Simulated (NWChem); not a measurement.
System: InF$_{2}$, doublet; SMILES [In]([F])[F]

In the optimisation the excess spin sits in a1 (C2v, its own frame). This spin state was assumed; another may lie lower. def2 effective core potentials on In; no spin-orbit coupling.

Task: Give the equilibrium geometry at PBE0/def2-SVP with def2 effective core potentials on In, spin-unrestricted (NWChem) as a Z-matrix, with the point group.

Result: point group C2v; any orientation.
```
In
F 1 1.9720
F 1 1.9720 2 118.09
```
